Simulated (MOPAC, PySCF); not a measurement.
[Zn(Br)2], neutral singlet in the gas phase. 

Cartesian coordinates (Å):
```xyz
3

Zn     0.0000     0.0000     0.0000
Br     0.2342    -1.0633     1.9530
Br    -0.2342     1.0633    -1.9530
```
Charge 0, spin multiplicity 1.

All levels are single points at this geometry (BP86-D3(BJ)/def2-SVP); Pople sets use spherical d functions. Orbital energies aren't observables, and empty levels follow the basis.

| level | HOMO (eV) | LUMO (eV) | gap (eV) | dipole (D) | vertical IE, Delta-SCF (eV) |
|---|---|---|---|---|---|
| B3LYP-D3(BJ)/def2-TZVP in PySCF | -8.30 | -2.17 | 6.13 | 0.00 | – |
| TPSSh-D3(BJ)/def2-TZVP in PySCF | -7.90 | -2.23 | 5.67 | 0.00 | – |
| B3LYP/3-21G in PySCF | -7.86 | -1.78 | 6.07 | 0.00 | – |
| B3LYP/6-311+G** (LANL2DZ on Br, Zn) in PySCF | -8.35 | -2.47 | 5.87 | 0.00 | – |
| B3LYP/6-31G* (LANL2DZ on Zn) in PySCF | -8.29 | -2.31 | 5.98 | 0.00 | 10.55 |
| B3LYP/LANL2DZ in PySCF | -8.35 | -2.47 | 5.87 | 0.00 | – |
| BP86/6-31G* (LANL2DZ on Zn) in PySCF | -7.42 | -2.94 | 4.48 | 0.00 | – |
| M06-2X/6-31G* (LANL2DZ on Zn) in PySCF | -9.81 | -1.48 | 8.34 | 0.00 | – |
| HF/3-21G in PySCF | -11.12 | 1.06 | 12.17 | 0.00 | – |
| HF/6-31G* (LANL2DZ on Zn) in PySCF | -11.46 | 1.02 | 12.48 | 0.00 | 11.29 |
| HF/STO-3G in PySCF | -5.34 | 4.56 | 9.90 | 0.00 | – |
| PM6 in MOPAC | -11.06 | -0.98 | 10.08 | 0.00 | – |
| PM7 in MOPAC | -10.32 | 1.36 | 11.68 | 0.00 | – |
